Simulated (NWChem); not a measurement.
Molecule: 1,1,1,2-tetrafluoroethane (C₂H₂F₄); SMILES FC(CF)(F)F

```xyz
8

F     -0.1347     1.9478     0.0035
C      0.7450     0.9147    -0.0069
C     -0.0034    -0.4008    -0.0002
F     -0.7636    -0.5272     1.0841
F     -0.7875    -0.5245    -1.0676
F      0.8790    -1.4036    -0.0113
H      1.3896     0.9516     0.8858
H      1.3707     0.9534    -0.9129
```
Atoms are numbered in this order, from 1.

Computed with NWChem. Pople sets run with spherical d functions. Structure relaxed at the PBE0/def2-SVP level. Level: PBE/6-31G* with SMD (1 M gas to 1 M solution), gas-phase geometry.

Problem. Predict the results for solvent chloroform. Quantities: solvation free energy (kcal/mol); cavity-dispersion-structure term (kcal/mol); dipole in solution (D).

Solution. 
```yaml
solvation free energy (kcal/mol): -2.0
cavity-dispersion-structure term (kcal/mol): 0.5
dipole in solution (D): 1.89
```
